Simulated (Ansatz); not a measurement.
A CCSD(T) single point on `B[CH2][SnH3]`.

```yaml
crystal:
  periodic: [false, false, false]
  atoms:
    - {symbol: B, position_ang: [-1.224960, 0.543297, -0.666123]}
    - {symbol: C, position_ang: [0.263986, 0.463663, -0.925693]}
    - {symbol: Sn, position_ang: [0.696074, -0.624354, 0.944593]}
    - {symbol: H, position_ang: [-1.952070, -0.346358, -1.011802]}
    - {symbol: H, position_ang: [-1.684255, 1.448875, -0.026866]}
    - {symbol: H, position_ang: [0.868521, 1.365674, -0.836785]}
    - {symbol: H, position_ang: [0.634193, -0.208310, -1.699235]}
    - {symbol: H, position_ang: [1.419405, -2.104163, 0.508344]}
    - {symbol: H, position_ang: [-0.707156, -0.929105, 1.865242]}
    - {symbol: H, position_ang: [1.769364, 0.339681, 1.851325]}
basis:
  gaussian: {orbitals: def2-SVP}
correlation: {method: ccsd_t}
```

```sh
$ ansatz run in.yaml --threads 2 --pin off --events-out ev --progress --plain --max-ram 4352MiB
```

The program prints (abridged):

```
Functional definition: HF
995 factors; integrals over basis functions are off by at most 9.4e-4 eV
mean field evaluation 1: about -7613.7528 eV, gradient 2.4e1 eV
mean field evaluation 2: about -7613.8247 eV, gradient 2.4e1 eV
mean field evaluation 4: about -7615.8432 eV, gradient 2.6e0 eV
mean field evaluation 8: about -7615.8723 eV, gradient 1.3e-1 eV
mean field evaluation 16: about -7615.7885 eV, gradient 3.6e-1 eV
mean field -7615.87246303 eV, -279.8781507926 hartree, gradient 8.1e-6 eV, S^2 0.000000; 0 other end points of the search recorded, 0 dependent functions left out
6 core orbitals not correlated: weight in the atoms' cores, before any rotation towards them, 1.000 or more for the frozen orbitals, at most 0.000 for the correlated occupied ones
reference -7615.87246303 eV, -279.8781507926 hartree; 14, 14 occupied and 69, 69 virtual orbitals, 995 factors
second order -9.66866408 eV of doubles, -0.00000000 eV of singles
cycle   1  -10.63351612 eV  change   -9.6e-1 eV  update   8.1e-2
cycle   2  -11.03206965 eV  change   -4.0e-1 eV  update   2.6e-2
cycle   3  -11.07512164 eV  change   -4.3e-2 eV  update   8.7e-3
cycle   4  -11.07197171 eV  change    3.1e-3 eV  update   2.7e-3
cycle   5  -11.07136373 eV  change    6.1e-4 eV  update   9.7e-4
cycle   6  -11.07115128 eV  change    2.1e-4 eV  update   3.5e-4
cycle   7  -11.07113343 eV  change    1.8e-5 eV  update   1.2e-4
cycle   8  -11.07115368 eV  change   -2.0e-5 eV  update   4.8e-5
cycle   9  -11.07115068 eV  change    3.0e-6 eV  update   1.4e-5
perturbative correction -0.32188054 eV, -0.0118288918 hartree
Total energy: -7627.26549425 eV, -280.2968369675 hartree
```

Hardware: 2 threads of an Arm Neoverse V1 on a shared host. Wall time 4.7 s, peak host memory 0.39 GiB.

Correlation energy per correlated electron: -0.407 eV. T1 diagnostic: 0.0096.
